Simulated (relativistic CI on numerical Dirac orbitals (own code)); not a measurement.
## One change at a time: V⁹⁺

Base calculation: Dirac-Coulomb-Breit CI, KLI orbitals optimised for each configuration, model QED, unscaled Slater integrals.

Configuration list (outside the closed core [Ne]): 3s²3p², 3s3p³, 3s²3p3d, 3p⁴, 3s3p²3d, 3p³3d, 3s3p3d², 3s²3p4s, 3s²3p4p, 3s²3d4p, 3p³4s, 3p³4p, 3s²3p4d, 3s²3d², 3s3d³, 3p²3d², 3p3d³, 3p3d²4s, 3p3d²4p, 3p3d²4d, 3s²3d4s, 3s3d²4s. Double excitations out of closed p, d and f shells are left out; levels of such configurations are missing from the list, as are those of other unlisted configurations, and high levels can miss mixing partners.

Variants: (1) valence Slater integrals scaled by 0.9; (2) one mean potential for all configurations; (3) only the first 3 configurations. Shifts of the energy above 3s²3p² ³P0, in cm⁻¹, for the lowest level and the first level of each name with at least 55 % of one term (blank where a level changes its place among those of its configuration and J or its character, or is not in the variant):

```csv
Level,Base,Δ(1),Δ(2),Δ(3)
3s²3p² ³P0,0,0,0,0
3s²3p² ³P1,4080,+109,+2,+13
3s²3p² ³P2,9371,+42,+4,+166
3s²3p² ¹D2,35138,-2469,-9,+1094
3s²3p² ¹S0,71506,-5395,-29,+7493
3s3p³ ⁵S°2,157305,+7329,+92,-18293
3s3p³ ³D°1,220952,+2719,+37,-11566
3s3p³ ³D°2,221060,+2684,+37,-11587
3s3p³ ³D°3,222062,+2733,+37,-11620
3s3p³ ³P°0,255363,-540,+35,-10017
3s3p³ ³P°1,255557,-499,+35,-10030
3s3p³ ³P°2,255715,-385,+33,-10044
3s3p³ ³S°1,335338,-8449,+50,
3s²3p3d ³F°2,343289,+970,-70,-7431
3s²3p3d ³F°3,346645,+993,-71,-7375
3s3p³ ¹P°1,350229,-9126,+5,
3s²3p3d ³F°4,351447,+1022,-71,-7270
3s²3p3d ³P°1,398653,-4739,-71,-560
3s²3p3d ³P°0,400764,-4573,-71,-567
3s²3p3d ³D°1,408350,-5773,-67,-295
3s²3p3d ³D°2,409895,-5756,-67,-235
3s²3p3d ³D°3,410464,-5808,-67,-211
```

At this charge energies of transitions that change n are usually good to better than 1 %, and those within a shell (Δn = 0) to a few per cent.

Ionisation energy from the two ground configurations alone: base 228.501 eV; valence Slater integrals scaled by 0.9 228.337 eV. The NIST ASD value (semi-empirical) is 230.5 eV.

LS names give the leading component of a level, which can be under half, so a name can repeat, a term be missing and a line seem to break the LS rules.
